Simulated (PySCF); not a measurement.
N-(methylaminosilyl)ethanamine (C3H12N2Si), SMILES CCN[SiH2]NC. Atoms are numbered in the order given.

```xyz
18

C     -3.1551     0.3003     0.4329
C     -2.1473     0.2055    -0.7069
N     -0.7997     0.5472    -0.2890
Si     0.6501    -0.3464    -0.5760
N      1.6684    -0.1627     0.8078
C      3.1161    -0.1625     0.8235
H     -3.1947     1.3251     0.8396
H     -4.1700     0.0377     0.0929
H     -2.8746    -0.3756     1.2562
H     -2.4877     0.8412    -1.5504
H     -2.1295    -0.8263    -1.0989
H     -0.7097     1.5013     0.0535
H      0.1418    -1.7204    -0.9127
H      1.5384     0.0863    -1.7081
H      1.2474    -0.3173     1.7203
H      3.5175     0.5977     1.5181
H      3.4951     0.0863    -0.1805
H      3.5613    -1.1374     1.1052
```

The structure is a stationary point at r2SCAN-D4/def2-SVP. One conformer was computed; it need not be the lowest.

These are B3LYP/def2-TZVP (PySCF) values and carry that method's errors.

Isolated molecule, no solvent.

**Question.** Estimate the frontier levels, gap, dipole moment. (The exact figures need the calculation; the answer reports its results.)

**Answer.** 
```
Property                                                                                                        Value
---------------------------------------------------------------------------------------------  ----------------------
highest occupied level                                                                                       -6.33 eV
lowest empty level                                                                                            0.69 eV
orbital gap                                                                                                   7.03 eV
dipole moment                                                                                                  1.17 D
quadrupole, principal values (traceless, Buckingham form, about the centre of nuclear charge)  -3.05, -1.31, 4.36 D·Å
```
